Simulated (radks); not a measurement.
Problem. The mean radii <r> (bohr) of the occupied orbitals of an atom or ion are listed with their occupations. Calculated with a radial shooting solver on a logarithmic mesh with Libxc functionals: scalar-relativistic Kohn-Sham, PBE, spin-unpolarised, spherical densities, point nucleus.

orbital  occ.      <r>
1s          2  0.03517
2s          2   0.1537
2p          6   0.1340
3s          2   0.4289
3p          6   0.4306
3d         10   0.4152
4s          2    1.104
4p          6    1.227
4d          4    1.726

Name the element and its charge.

Solution. Z = 42, molybdenum, charge +2: Mo2+ in [Kr] 4d4. The 1s radius gives Z: for a bare nucleus <r> = (2 gamma + 1)/(2Z) with gamma = sqrt(1 - (Z/c)^2), 0.03457 bohr for Z = 42, and screening makes it slightly larger (0.03517 here). The occupations add up to 40, and the charge is Z minus that.
